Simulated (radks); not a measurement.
Results of a calculation; reference values are marked as such.
Question: The mean radii <r> (bohr) of the occupied orbitals of an atom or ion are listed with their occupations. Level of theory: Dirac Kohn-Sham, Slater X-alpha with alpha = 0.703, spin-unpolarised, spherical densities, finite nucleus; Fermi nuclear charge, rms radius of each element as measured or else 0.836 A^(1/3) + 0.57 fm (a radial shooting solver on a logarithmic mesh with Libxc functionals).

orbital  occ.      <r>
1s1/2       2  0.01633
2s1/2       2  0.06809
2p1/2       2  0.05588
2p3/2       4  0.06467
3s1/2       2   0.1771
3p1/2       2   0.1674
3p3/2       4   0.1835
3d3/2       4   0.1594
3d5/2       6   0.1643
4s1/2       2   0.3916
4p1/2       2   0.3929
4p3/2       4   0.4275
4d3/2       4   0.4331
4d5/2       6   0.4443
5s1/2       2   0.8762
4f5/2       6   0.4636
4f7/2       8   0.4701
5p1/2       2   0.9393
5p3/2       4    1.034
5d3/2       4    1.351
5d5/2       6    1.406
6s1/2       2    2.388

Name the element and its charge. Open shells, if any, fill j = l - 1/2 first.

Answer: Z = 81, thallium, charge +1: Tl+ in [Hg]. The 1s radius gives Z: for a bare nucleus <r> = (2 gamma + 1)/(2Z) with gamma = sqrt(1 - (Z/c)^2), 0.01613 bohr for Z = 81, and screening makes it slightly larger (0.01633 here). The occupations add up to 80, and the charge is Z minus that.
